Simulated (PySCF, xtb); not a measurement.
H7Si3, SMILES [SiH2][SiH2][SiH3] (connectivity only; charge and spin as stated), charge +1, multiplicity 1.

Harmonic wavenumbers (cm⁻¹) from xtb with GFN2-xTB at its own minimum, in rising order: 29, 40, 78, 262, 282, 343, 398, 440, 453, 484, 582, 611, 739, 755, 761, 791, 868, 2145, 2150, 2206, 2263, 2275, 2283, 2317.

Q: What does B3LYP-D3(BJ)/def2-SVP (PySCF) give at its own minimum? (Estimate from the structure and the level; the computed values follow.)

A: 52, 69, 150, 341, 344, 371, 385, 455, 578, 611, 655, 664, 832, 883, 913, 931, 953, 2237, 2240, 2251, 2265, 2270, 2276, 2287. Paired by order, the mean absolute difference is 65 cm⁻¹ and the zero-point energies are 33.7 and 35.8 kcal/mol.
